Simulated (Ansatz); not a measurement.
Stepwise reaction of `F[SiH2]C[SiH3]` with hydrogen fluoride, as a gas-phase model of exchange steps in deposition or etching. ΔE in kJ/mol.

Program: Ansatz. Geometries: PBE0-D4/def2-TZVP. ΔE: electronic, gas phase. CCSD(T)/CBS is the MP2 limit (def2-TZVPP, def2-QZVPP) plus CCSD(T) − MP2 in def2-TZVPP, frozen cores. This one scheme is used for every species. DFT in def2-TZVPP. B3LYP here is the variant with VWN-RPA as its local correlation; programs differ in this. Each species was taken in one conformer, which may not be the lowest.

```csv
step,reaction,PBE-D4,B3LYP-D4,ωB97M-V,CCSD(T)/CBS
1,`F[SiH2]C[SiH3]` + H–F → `F[SiH](F)C[SiH3]` + H₂,-131.6,-140.4,-140.7,-136.6
2,`F[SiH](F)C[SiH3]` + H–F → `F[SiH2]C[SiH](F)F` + H₂,-109.3,-118.6,-118.9,-115.6
```

**Question.** By hand: ΔE of the 2 steps together at CCSD(T)/CBS.

**Answer.** (-136.6) + (-115.6) = -252.2 kJ/mol, or -126.1 kJ/mol a step.

In ΔE each step is higher than the one before. All are downhill at CCSD(T)/CBS. PBE-D4 differs from CCSD(T)/CBS by 5.0 to 6.3 kJ/mol a step. Only this route is followed, and other bonds may react first. Isolated molecules leave out the surface, adducts and barriers. Largest T1 diagnostic: 0.012.
